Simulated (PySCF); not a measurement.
From one molecule to another.

First species: C₃H₈Si₂.
Atom-mapped SMILES: `[SiH3:1][SiH2:2][CH:3]1[CH:4]=[CH:5]1` (hydrogens: H6, H7, H8 on Si1; H9, H10 on Si2; H11 on C3; H12 on C4; H13 on C5)

Structure used (GFN2-xTB), in Å, numbered top down from 1:
```xyz
13
C3H8Si2 angstrom
Si     1.9137    0.5764    0.1560
Si     0.4610   -0.9495   -0.7809
C     -1.3077   -0.5744   -0.2262
C     -1.5953    0.0934    1.1009
C     -1.7643    0.8397    0.0581
H      3.2565    0.5096   -0.4260
H      2.0866    0.3824    1.5992
H      1.4625    1.9616   -0.0118
H      0.7510   -2.3417   -0.4006
H      0.4714   -0.9414   -2.2532
H     -2.0758   -1.2592   -0.5928
H     -1.6265   -0.0582    2.1512
H     -2.0376    1.7617   -0.3916
```

Second species: methallyl cyanide, C5H7N.
SMILES: `C(C#N)C(=C)C`

Levels: B3LYP/def2-SVPD for dipole moment, HOMO energy, LUMO energy, HOMO–LUMO gap, static isotropic polarisability and electronic spatial extent ⟨r²⟩ about the centre of nuclear charge; TDDFT B3LYP/def2-SVPD for lowest singlet excitation; TDA B3LYP/def2-SVPD for lowest triplet excitation (Tamm–Dancoff); GFN2-xTB for rotational constant A and rotational constant C. Geometries: GFN2-xTB. All species are isolated and taken at one optimised geometry, non-relativistic unless stated; the electronic structure was computed with PySCF and density fitting.

Dipoles, sizes and rotational constants follow the conformer. The torsions of the flexible species, by atom-mapped SMILES:
- `[SiH3:1][SiH2:2][CH:3]1[CH:4]=[CH:5]1`: Si1–Si2–C3–C4 -28°
- `[CH2:1]=[C:2]([CH3:3])[CH2:4][C:5]#[N:6]`: C1–C2–C4–C5 113°

Values for the first species:

| Quantity | Value |
| --- | --- |
| Dipole moment | 1.21 D |
| HOMO energy | -6.76 eV |
| LUMO energy | -0.76 eV |
| HOMO–LUMO gap | 6.00 eV |
| Lowest singlet excitation | 5.25 eV |
| Lowest triplet excitation (Tamm–Dancoff) | 3.68 eV |
| Static isotropic polarisability | 89.2 au |
| Electronic spatial extent ⟨r²⟩ about the centre of nuclear charge | 802 bohr² |
| Rotational constant A | 4.808 GHz |
| Rotational constant C | 1.622 GHz |

(1) Estimate the same properties for the second species, and the change in each.

Answers

(1) 
```
                                                         property      first     second  second less first
                                                    dipole moment     1.21 D     3.82 D            +2.61 D
                                                      HOMO energy   -6.76 eV   -7.68 eV           -0.92 eV
                                                      LUMO energy   -0.76 eV   -0.53 eV           +0.23 eV
                                                    HOMO–LUMO gap    6.00 eV    7.15 eV           +1.15 eV
                                        lowest singlet excitation    5.25 eV    6.72 eV           +1.47 eV
                         lowest triplet excitation (Tamm–Dancoff)    3.68 eV    4.49 eV           +0.81 eV
                                  static isotropic polarisability    89.2 au    63.6 au           -25.6 au
electronic spatial extent ⟨r²⟩ about the centre of nuclear charge  802 bohr²  627 bohr²         -175 bohr²
                                            rotational constant A  4.808 GHz  6.605 GHz         +1.797 GHz
                                            rotational constant C  1.622 GHz  2.082 GHz         +0.460 GHz
```

On the first: No computed singlet falls in the visible range (750 to 380 nm, 1.65 to 3.26 eV); S1 lies 1.99 eV above its blue end. The vertical singlet–triplet gap S1 − T1 is 1.57 eV (TDDFT singlet less Tamm–Dancoff triplet; S1: HOMO→LUMO, weight 0.96; T1: HOMO→LUMO, weight 0.90).

On the second: The principal polarisabilities are 53.5, 59.6 and 77.7 au; their mean is the isotropic value. The 8 singlets span 6.72 to 8.02 eV, and their oscillator strengths add up to 0.46.
